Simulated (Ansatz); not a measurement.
(1) Predict a relaxed structure of Ca₂Se₃, charge 0, singlet, at PBE-D4/def2-SVP (Ansatz).

## Answers

(1) 
Cartesian coordinates in Å:
```
Ca 0.9382 -0.7406 1.1893
Ca -0.6170 1.3131 -0.8590
Se 1.0729 1.9135 1.1040
Se -1.6364 -1.1699 0.0694
Se 0.2423 -1.3161 -1.5037
```
Point group C2v (tolerance 0.1 Å). This is one stationary point.

The structure comes from a short search, and lower isomers may exist.
